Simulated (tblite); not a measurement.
A structure optimised at GFN2-xTB (Å):
```
atom  x, y, z in Å
C1    -1.468   -1.090    1.032
C2    -1.435    0.264    0.641
C3    -1.436    0.675   -0.810
C4    -0.150    0.883   -0.090
C5     1.005    0.049   -0.342
C6     2.347    0.382   -0.017
N7     3.207   -0.550   -0.336
S8     2.404   -1.800   -1.002
N9     0.920   -1.153   -0.896
H10   -1.730   -1.363    2.036
H11   -1.124   -1.855    0.362
H12   -1.864    0.972    1.341
H13   -2.011    1.546   -1.086
H14   -1.451   -0.129   -1.530
H15    0.092    1.883    0.249
H16    2.685    1.295    0.437
```

Doublet state.

Q: Read off the bonds between heavy atoms and their formal orders.

A: C1–C2 1.41 Å (single); C2–C3 1.51 Å (single); C3–C4 1.49 Å (single); C4–C5 1.45 Å (single); C5–C6 1.42 Å (aromatic); C6–N7 1.31 Å (aromatic); N7–S8 1.63 Å (aromatic); S8–N9 1.62 Å (aromatic); C2–C4 1.60 Å (single); C5–N9 1.33 Å (aromatic). Bonds to hydrogen (Å): C1–H10 1.07; C1–H11 1.07; C2–H12 1.08; C3–H13 1.08; C3–H14 1.08; C4–H15 1.08; C6–H16 1.07. The orders are those of one drawing; other resonance forms can be drawn.

Q: Give the structure as a SMILES string.

A: `[CH2][C@@H]1C[C@@H]1c1cnsn1`, C6H7N2S.

Q: What is the point group of this geometry?

A: C1 (no symmetry element, even within 0.4 Å).

Q: Which rings does it hold (smallest set)?

A: C5–C6–N7–S8–N9 (5 members, 0.00 Å rms from planarity); C2–C3–C4 (3 members).

Q: Describe the place of each heavy atom.

A: C1: carbon bonded to C and 2 H; C2: carbon bonded to 3 C and H; C3: carbon bonded to 2 C and 2 H; C4: carbon bonded to 3 C and H; C5: carbon bonded to 2 C and N; C6: carbon bonded to C, N and H; N7: nitrogen bonded to C and S; S8: sulfur bonded to 2 N; N9: nitrogen bonded to C and S.

Q: What is the arrangement about N9?

A: It has 2 neighbours (S8, C5) and is bent (angle 109.3°).

Q: What is the arrangement about C2?

A: It has 4 neighbours (C1, C3, C4, H12) and has angles from 57.1° to 121.9°.

The numbers are calculated, not measured.
